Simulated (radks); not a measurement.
Species: Rh. Configuration: [Kr] 4d8 5s1.

Method: scalar-relativistic Kohn-Sham, PBE, spin-polarised, spherical densities, finite nucleus; open shells are filled with parallel spins first (spin-orbit coupling, left out, can overturn this in heavy ions); Fermi nuclear charge, rms radius 4.4945 fm; computed with a radial shooting solver on a logarithmic mesh with Libxc functionals.

Energy parts (eV):
part                       energy
total                 -130181.163
kinetic                134817.911
electron-nucleus      -314229.771
Hartree                 53000.577
exchange-correlation    -3769.881

Orbitals (lengths in bohr, moments of r in powers of bohr):
| orbital | occ. | eigenvalue (eV) | <r^2> | <r> | <r^4> |
|---|---|---|---|---|---|
| 1s up | 1 | -23037.78 | 0.001438 | 0.03263 | 5.366e-06 |
| 1s down | 1 | -23037.76 | 0.001438 | 0.03263 | 5.366e-06 |
| 2s up | 1 | -3339.947 | 0.02374 | 0.1419 | 0.0009693 |
| 2s down | 1 | -3339.658 | 0.02374 | 0.1419 | 0.0009692 |
| 2p up | 3 | -2993.272 | 0.01869 | 0.1237 | 0.0006944 |
| 2p down | 3 | -2993.052 | 0.01869 | 0.1237 | 0.0006943 |
| 3s up | 1 | -596.7570 | 0.1747 | 0.3907 | 0.04694 |
| 3s down | 1 | -596.5999 | 0.1746 | 0.3906 | 0.04690 |
| 3p up | 3 | -482.7911 | 0.1772 | 0.3905 | 0.05078 |
| 3p down | 3 | -482.6131 | 0.1772 | 0.3905 | 0.05072 |
| 3d up | 5 | -300.5865 | 0.1640 | 0.3704 | 0.05101 |
| 3d down | 5 | -300.3169 | 0.1639 | 0.3703 | 0.05090 |
| 4s up | 1 | -82.9672 | 1.091 | 0.9811 | 1.803 |
| 4s down | 1 | -81.6854 | 1.087 | 0.9793 | 1.790 |
| 4p up | 3 | -50.9359 | 1.346 | 1.083 | 2.896 |
| 4p down | 3 | -49.5683 | 1.340 | 1.081 | 2.870 |
| 4d up | 5 | -6.5202 | 3.150 | 1.589 | 22.94 |
| 4d down | 3 | -5.0156 | 3.215 | 1.598 | 25.02 |
| 5s up | 1 | -4.7615 | 12.16 | 3.239 | 254.0 |
| 5s down | 0 | -3.5422 | 13.27 | 3.373 | 311.6 |
| 5p up | 0 | -1.1174 | 30.18 | 5.017 | 1776 |

The highest occupied level is 5s up at -4.762 eV. Spin moment in Bohr magnetons: 3.
